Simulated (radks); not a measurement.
Question: These are the eigenvalues of the occupied orbitals of an atom or ion with whole-number occupations (eV). Calculated with a radial shooting solver on a logarithmic mesh with Libxc functionals: scalar-relativistic Kohn-Sham, PW91, spin-polarised, spherical densities, point nucleus.

1s up: -1592.078
1s down: -1590.585
2s up: -177.7841
2s down: -174.8684
2p up: -140.3770
2p down: -137.1854

Which element is it, and in what charge state? The configuration may be excited. Open shells, if any, are filled with parallel spins first.

Answer: Z = 13, aluminium, charge +4: Al4+ in [He] 2s2 2p5. The list shows which subshells hold electrons but not how many an open one holds; the 1s level, -58.508 hartree, gives Z - s = 10.8 by -(Z - s)^2/2, which with screening and relativity narrows Z to a few neighbours, and the depths of the outer levels then fix element, charge and occupations together.
